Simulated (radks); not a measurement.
Q: Species: Yb. Configuration: [Xe] 4f14 6s2 (the NIST ground configuration). Calculated with a radial shooting solver on a logarithmic mesh with Libxc functionals: non-relativistic Kohn-Sham, PBE, spin-polarised, spherical densities, point nucleus; relativity is left out, which matters for an element this heavy. Some entries of the table are withheld. Estimate them.

| orbital | occ. | eigenvalue (eV) | <r^2> (bohr^2) |
|---|---|---|---|
| 1s | 2 | -56755.61 | 0.0006265 |
| 2s | 2 | -9202.709 | 0.009864 |
| 2p | 6 | -8796.625 | 0.007309 |
| 3s | 2 | -2055.338 | 0.06256 |
| 3p | 6 | -1869.967 | 0.05811 |
| 3d | 10 | (1) | 0.04561 |
| 4s | 2 | -390.4901 | 0.3132 |
| 4p | 6 | -315.1232 | 0.3280 |
| 4d | 10 | -179.0426 | 0.3675 |
| 5s | 2 | -45.6860 | 1.972 |
| 5p | 6 | -26.1286 | 2.596 |
| 4f | 14 | -7.5473 | (2) |
| 6s | 2 | -3.6045 | 20.58 |

A: 
(1) 3d eigenvalue (eV): -1524.599
(2) 4f <r^2> (bohr^2): 0.7546
